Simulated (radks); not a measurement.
Task: The mean radii <r> (bohr) of the occupied orbitals of an atom or ion are listed with their occupations. Calculated with a radial shooting solver on a logarithmic mesh with Libxc functionals: Dirac Kohn-Sham, PBE, spin-unpolarised, spherical densities, point nucleus.

| orbital | occ. | <r> |
|---|---|---|
| 1s1/2 | 2 | 0.02457 |
| 2s1/2 | 2 | 0.1047 |
| 2p1/2 | 2 | 0.08795 |
| 2p3/2 | 4 | 0.09416 |
| 3s1/2 | 2 | 0.2783 |
| 3p1/2 | 2 | 0.2681 |
| 3p3/2 | 4 | 0.2802 |
| 3d3/2 | 4 | 0.2514 |
| 3d5/2 | 6 | 0.2552 |
| 4s1/2 | 2 | 0.6350 |
| 4p1/2 | 2 | 0.6529 |
| 4p3/2 | 4 | 0.6795 |
| 4d3/2 | 4 | 0.7301 |
| 4d5/2 | 6 | 0.7392 |
| 5s1/2 | 2 | 1.438 |
| 5p1/2 | 2 | 1.563 |
| 5p3/2 | 3 | 1.621 |

Name the element and its charge. Open shells, if any, fill j = l - 1/2 first.

Result: Z = 58, cerium, charge +5: Ce5+ in [Kr] 4d10 5s2 5p5. The 1s radius gives Z: for a bare nucleus <r> = (2 gamma + 1)/(2Z) with gamma = sqrt(1 - (Z/c)^2), 0.02424 bohr for Z = 58, and screening makes it slightly larger (0.02457 here). The occupations add up to 53, and the charge is Z minus that.
